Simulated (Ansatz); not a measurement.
Ir20, relaxed as a singlet with RKS PBE-D4/def2-SVP in Ansatz, starting from a model built from a lattice or polyhedron. Force threshold 0.03 eV/Å.

In the def2 sets Ir takes a core potential; there is no spin–orbit coupling. Single mean-field runs in def2-SVP are fitted with def2-universal-jkfit. The restricted singlet is unstable towards broken spin symmetry at other levels; at PBE-D4/def2-SVP this wasn't settled. Another isomer (singlet) lies 4.94 eV lower at PBE0-D4/def2-TZVP; other spin states weren't run for this one.

Start:

```xyz
20

Ir    5.609    0.829   -2.621
Ir    3.158    1.048   -1.883
Ir    1.710    3.003   -2.712
Ir   -0.747    3.192   -1.953
Ir   -2.182    5.174   -2.787
Ir    4.610   -0.936   -1.020
Ir    2.161   -0.724   -0.282
Ir    0.686    1.239   -1.127
Ir   -1.712    1.453   -0.381
Ir   -3.203    3.406   -1.202
Ir    3.605   -2.721    0.586
Ir    1.119   -2.513    1.326
Ir   -0.282   -0.535    0.472
Ir   -2.746   -0.329    1.242
Ir   -4.199    1.634    0.396
Ir    2.592   -4.453    2.159
Ir    0.115   -4.256    2.908
Ir   -1.319   -2.271    2.067
Ir   -3.771   -2.111    2.821
Ir   -5.206   -0.128    1.990
```

| step | energy (eV) | largest force component (eV/Å) | SCF passes |
| --- | --- | --- | --- |
| 1 | -56831.6522 | 2.051 | 359 |
| 2 | -56832.7843 | 1.282 | 214 |
| 3 | -56833.3736 | 1.189 | 139 |
| 4 | -56833.7583 | 0.522 | 122 |
| 5 | -56833.9732 | 0.570 | 162 |
| 6 | -56834.4344 | 1.010 | 152 |
| 7 | -56835.1547 | 1.354 | 137 |
| 8 | -56835.8676 | 1.006 | 121 |
| 9 | -56836.4328 | 0.923 | 109 |
| 10 | -56836.8233 | 0.911 | 108 |
| 11 | -56837.1584 | 0.728 | 123 |
| 14 | -56838.2385 | 0.849 | 122 |
| 17 | -56838.7064 | 0.339 | 84 |
| 20 | -56838.7653 | 0.068 | 79 |
| 23 | -56838.8149 | 0.240 | 66 |
| 26 | -56838.8974 | 0.368 | 82 |
| 29 | -56839.4312 | 0.669 | 165 |
| 32 | -56839.8815 | 0.294 | 86 |
| 35 | -56839.9413 | 0.103 | 78 |
| 38 (rejected) | -56839.9401 | 0.382 | 92 |
| 41 | -56839.9902 | 0.138 | 87 |
| 44 | -56840.0335 | 0.149 | 74 |
| 47 | -56840.0769 | 0.116 | 69 |
| 50 | -56840.0891 | 0.029 | 62 |

Force components are those of the run's own axes.

End:

```xyz
20

Ir    4.2367    1.7826   -0.4981
Ir    2.3510    1.5454   -1.8747
Ir    1.1644    2.4311   -3.8746
Ir    0.0043    2.5130   -1.6951
Ir   -0.7237    4.1395   -0.1390
Ir    4.3449   -0.5738   -0.7782
Ir    1.8266   -0.7675   -0.9738
Ir    0.3321    0.1841   -2.8621
Ir   -1.5658    0.6356   -1.1151
Ir   -2.6682    2.9950   -0.9125
Ir    3.2113   -1.7604    0.9733
Ir    0.5697   -1.6514    1.0451
Ir   -0.5455   -1.6684   -1.2382
Ir   -1.7964   -0.9395    0.9185
Ir   -2.9875    1.3665    0.8372
Ir    2.0338   -3.7237    1.6260
Ir    0.2421   -3.0169    3.0822
Ir   -2.0648   -2.9073    2.5250
Ir   -3.1621   -0.8860    3.0769
Ir   -4.8029    0.3021    1.8773
```

Bonds lost: Ir13–Ir18 (atoms count from 1). Bonds formed: Ir2–Ir4, Ir12–Ir14, Ir15–Ir19 (atoms count from 1). Metal–metal contacts that move far: Ir14–Ir20 2.58 to 3.39 Å, Ir12–Ir18 2.56 to 3.27 Å.

No frequencies were taken in this run, so the end may be a saddle point.

It took 9.2 min on 4 threads of AMD EPYC 7R13 on a shared host and a share (37 GiB) of an NVIDIA H100 80GB HBM3, peak host memory 1.4 GiB.
